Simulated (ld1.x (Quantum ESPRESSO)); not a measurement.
## Logarithmic derivatives: O, TM

- Element: oxygen (O)
- Generator: ld1.x (Quantum ESPRESSO) 7.5
- Type: norm-conserving Troullier–Martins (Kleinman–Bylander form)
- Functional: PBE
- Relativity: non-relativistic
- Frozen core: [He]
- Valence charge: 6
- Reference configuration: 2s2 2p4
- Partial waves: 2s (bound): rc 0.65 bohr; 2p (bound): rc 1.80 bohr
- Local potential: all-electron potential smoothed inside 0.75 bohr (lloc = -1)
- Core correction: none

The phase is arctan(r·u′/u) with u = r·R(r), unwrapped; energies in Ry, scanned from -4 to 5 Ry. A pole is an energy at which the radial function vanishes at the test radius. The pseudo phase is shifted by a multiple of π to meet the all-electron one at the reference energy, and phase errors are pseudo minus all-electron; the curves can meet again beyond the range given. Levels narrower than the energy grid can be missing from the lists of poles.

```json
{"channel": "s", "radius (bohr)": "1.94", "reference energy (Ry)": "-1.76", "poles, all-electron": "-1.20", "poles, pseudo": "-1.20", "unbroken range about the reference energy with phases within 0.05 rad": "below 3.1", "phase error 1 Ry above the reference energy (rad)": "-0.000"}
{"channel": "p", "radius (bohr)": "1.94", "reference energy (Ry)": "-0.66", "poles, all-electron": "-0.04", "poles, pseudo": "-0.03", "unbroken range about the reference energy with phases within 0.05 rad": "below 2.2", "phase error 1 Ry above the reference energy (rad)": "+0.005"}
```

Phases in the s channel:

```csv
E (Ry),all-electron,pseudo
-4.00,1.250,1.250
-3.52,1.203,1.203
-3.04,1.119,1.119
-2.56,0.912,0.911
-2.08,-0.085,-0.085
-1.60,-1.337,-1.337
-1.12,-1.596,-1.596
-0.64,-1.703,-1.703
-0.16,-1.774,-1.774
0.32,-1.836,-1.837
0.80,-1.903,-1.905
1.28,-1.986,-1.989
1.76,-2.103,-2.110
2.24,-2.291,-2.305
2.72,-2.623,-2.654
3.20,-3.175,-3.228
3.68,-3.749,-3.795
4.16,-4.105,-4.135
4.64,-4.302,-4.323
```
